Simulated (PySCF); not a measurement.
Electron correlation in Cl⁺ (chlorine, charge +1)

[Ne] 3s2 3p4, high-spin 3P determinant. Calculation: PySCF 2.14, in cc-pV(T+d)Z (5s4p3d1f, 39 functions); no relativity, point nucleus. Frozen: [Ne]; 6 electrons correlated.

MP2 pair energies summed by pair of shells (mhartree):

```csv
pair,energy,share (%)
3p-3p,-57.77,46.6
3s-3p,-56.60,45.7
3s-3s,-9.61,7.8
```

Total MP2 correlation energy: -123.97 mhartree.

Same-spin part -28.62 and opposite-spin part -95.35 mhartree; SCS-MP2 scales them by 1/3 and 6/5 to -123.96 mhartree.

```tsv
level	correlation energy (mhartree)
CCSD	-149.11
(T)	-4.41
CCSD(T)	-153.52
```

Diagnostics: T1 = 0.0088, D1 = 0.0284, largest double amplitude 0.052.

Cost of the coupled-cluster step: 0.87 s of wall time on 1 thread of Neoverse-N1 (shared host), for 6 correlated electrons.
